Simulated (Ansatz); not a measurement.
Reaction (substitution at a C–O bond): `C[O][Sn]([F])([F])[O]C` + `C[NH][InH2]` → `C[N](C)[InH2]` + `C[O][Sn]([OH])([F])[F]`

Calculated with Ansatz (gas phase, PBE0-D4/def2-TZVP geometries, no zero-point term in ΔE). CBS: MP2 limit from def2 TZ/QZ plus the TZ coupled-cluster correction, frozen cores. Functionals use def2-TZVPP. B3LYP here is the variant with VWN-RPA as its local correlation; programs differ in this. def2 core potentials past Kr. For In, Sn outer-core shells are correlated without core-valence functions, which leaves a few kJ/mol of doubt a bond. Each species was taken in one conformer, which may not be the lowest.

`C[O][Sn]([F])([F])[O]C`:

Z-matrix (Å, degrees):
```
C
O 1 1.419
H 1 1.092 2 106.9
H 1 1.094 2 112.3 3 -118.8
H 1 1.095 2 111.8 3 118.5
Sn 2 1.927 1 121.1 3 172.4
F 6 1.896 2 108.4 1 -38.6
F 6 1.896 2 106.8 1 -155.9
O 6 1.927 2 117.3 1 82.3
C 9 1.419 6 121.1 2 82.3
H 10 1.092 9 106.9 6 172.4
H 10 1.095 9 111.8 6 -69.1
H 10 1.094 9 112.3 6 53.6
```

`C[NH][InH2]`:

Cartesian coordinates in Å:
```
C -0.281 -1.307 -0.010
N -0.563 0.095 0.178
In 0.678 1.655 -0.085
H 0.755 -1.441 -0.335
H -0.918 -1.768 -0.777
H -0.404 -1.891 0.912
H -1.510 0.263 0.479
H -0.007 3.189 0.236
H 2.251 1.206 -0.597
```

`C[N](C)[InH2]`:

```xyz
12

C     0.146   -1.134   -0.847
N     0.012    0.002    0.024
C    -0.813    1.034   -0.544
In    0.883    0.133    1.841
H     0.777   -1.904   -0.396
H    -0.830   -1.593   -1.073
H     0.597   -0.858   -1.813
H    -1.832    0.672   -0.756
H    -0.899    1.886    0.134
H    -0.404    1.406   -1.497
H     1.810   -1.242    2.266
H     0.554    1.598    2.662
```

`C[O][Sn]([OH])([F])[F]`:

Cartesian coordinates in Å:
```
C 1.046 -0.354 -1.385
O 1.065 0.510 -0.257
Sn -0.302 0.401 1.087
O -2.077 0.490 0.333
F -0.189 -1.199 2.110
F 0.014 1.807 2.309
H 1.859 -0.035 -2.039
H 1.218 -1.397 -1.101
H 0.106 -0.285 -1.942
H -2.740 0.064 0.885
```

Is it downhill or uphill in electronic energy at CCSD(T)/CBS, and by how much? (Estimate.)

Ansatz gave: Downhill: ΔE = -36.3 kJ/mol.

What do these levels give: LDA (SPW92), B3LYP-D4, r2SCANh-D4, PBE-QIDH, BLYP, CCSD(T)/def2-SVP? (Estimate.)

Computed: LDA (SPW92) -42.6, B3LYP-D4 -31.0, r2SCANh-D4 -34.3, PBE-QIDH -37.2, BLYP -25.8, CCSD(T)/def2-SVP -32.1 kJ/mol.

What do rigid-rotor, harmonic-oscillator terms from PBE0-D4/def2-TZVP frequencies (298.15 K, 1 bar) make of the CCSD(T)/CBS value? (An estimate is asked.)

The calculation gave: ΔZPE = -1.3 kJ/mol, ΔH = -38.8 kJ/mol, ΔS = -18 J/(mol·K), ΔG = -33.5 kJ/mol. Modes under 50 cm⁻¹ make the entropy rough.

Largest T1 diagnostic among the species: 0.017.

At CCSD(T), def2-SVP lies +4.3 kJ/mol from the extrapolated value and def2-TZVPP +0.1 kJ/mol. The D4 term adds −3.6 kJ/mol with B3LYP and −1.7 kJ/mol with PBE0; it sums over pairs of atoms, weighted by their polarisabilities, and B3LYP, whose exchange is more repulsive, gets the larger term.
